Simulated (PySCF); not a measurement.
## Radial density of Pb(57+) (lead, charge +57)

UHF, [Ar] 3d7, high-spin 4F determinant. All numbers are calculated (PySCF 2.14, the non-relativistic Hamiltonian (point nucleus), in an even-tempered Gaussian basis (16 s from 15 bohr⁻², ratio 2.5; 10 p from 19 bohr⁻², ratio 2.5; 7 d from 19 bohr⁻², ratio 2.5; 4 f from 76 bohr⁻², ratio 2.7; 3 g from 110 bohr⁻², ratio 2.7)).

```tsv
r (bohr)	4πr²ρ (e/bohr)	4πr²(ρα − ρβ)
0.000343	0.5513	0.0000
0.000577	1.501	0.0000
0.000970	3.981	-0.0001
0.00163	10.11	-0.0002
0.00274	23.83	-0.0004
0.00462	49.68	-0.0008
0.00776	84.50	-0.0011
0.0131	105.2	0.0045
0.0220	96.60	0.0924
0.0369	115.7	1.0029
0.0621	137.3	6.4924
0.105	95.87	19.1363
0.176	95.01	15.9439
0.296	13.28	1.6784
0.497	0.09340	0.0100
```

A non-relativistic calculation at this Z misses sizeable relativistic shifts. Spin-orbit coupling is strong in this species (close to jj coupling), so the high-spin LS determinant is a model state, not a physical level.
